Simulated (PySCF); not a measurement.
Isomers of C6H3FO2, one GFN2-xTB conformer each. Single-point energies are computed at PBE0/pcSseg-1 (PySCF, gas phase, no added dispersion term), electronic only.

```tsv
SMILES	GFN2-xTB relative energy (kJ/mol)
C#CC1=C(F)OC(=O)C1	0.0
C#CC1=C(F)C(=O)OC1	22.0
```

Task: What does PBE0/pcSseg-1 give for the same structures?

Result: 
```csv
SMILES,PBE0/pcSseg-1 E (Eh),PBE0/pcSseg-1 (kJ/mol),GFN2-xTB (kJ/mol),point group
C#CC1=C(F)OC(=O)C1,-480.07639,0.0,0.0,Cs
C#CC1=C(F)C(=O)OC1,-480.07338,7.9,22.0,Cs
```

Both levels put the same isomer lowest. Neighbours under 10 kJ/mol apart (C#CC1=C(F)OC(=O)C1 and C#CC1=C(F)C(=O)OC1) can change places with a better method, another conformer or zero-point energy.

Task: Which frontier levels, dipoles and rotational constants go with these structures?

Result: 
```json
{"SMILES": "C#CC1=C(F)OC(=O)C1", "HOMO (eV, PBE0/pcSseg-1)": "-7.13", "LUMO (eV)": "-1.25", "dipole (D)": "2.97", "A, B, C (MHz)": "3085, 1276, 907.8"}
{"SMILES": "C#CC1=C(F)C(=O)OC1", "HOMO (eV, PBE0/pcSseg-1)": "-7.90", "LUMO (eV)": "-2.32", "dipole (D)": "5.20", "A, B, C (MHz)": "3253, 1313, 941.1"}
```

Task: As an exercise, what shares would exp(−E/RT) give at 500 K from these electronic energies alone (no entropy, no degeneracies)?

Result: RT = 4.157 kJ/mol: C#CC1=C(F)OC(=O)C1 87.0 %, C#CC1=C(F)C(=O)OC1 13.0 %.
